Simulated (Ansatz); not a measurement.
`NCSCO` and `OCS[SiH2]S` differ in one atom or group.

Ansatz, PBE0-D4/def2-TZVP geometries, multiplicity 1. Each molecule was computed in one conformer, which needn't be the lowest.

```csv
property,`NCSCO`
HOMO energy (ωB97M-V/def2-TZVPP) / eV,-8.91
size of the dipole moment (ωB97M-V/def2-TZVPP) / D,0.91
size of the dipole moment (B3LYP/def2-TZVPP) / D,0.89
LUMO energy (ωB97M-V/def2-TZVPP) / eV,2.17
HOMO energy (B3LYP/def2-TZVPP) / eV,-6.45
HOMO–LUMO gap (PBE/def2-TZVPP) / eV,4.96
```

What does the change do to each property? (Estimate.)

Computed: 
```
                                          property  `OCS[SiH2]S`  shift
             HOMO energy (ωB97M-V/def2-TZVPP) / eV         -9.54  -0.63
size of the dipole moment (ωB97M-V/def2-TZVPP) / D          2.41   1.50
  size of the dipole moment (B3LYP/def2-TZVPP) / D          2.40   1.51
             LUMO energy (ωB97M-V/def2-TZVPP) / eV          1.64  -0.53
               HOMO energy (B3LYP/def2-TZVPP) / eV         -7.13  -0.68
               HOMO–LUMO gap (PBE/def2-TZVPP) / eV          5.04   0.08
```

Dipoles are sizes alone; their direction can turn.

B3LYP here is the variant with VWN-RPA as its local correlation; programs differ in this.
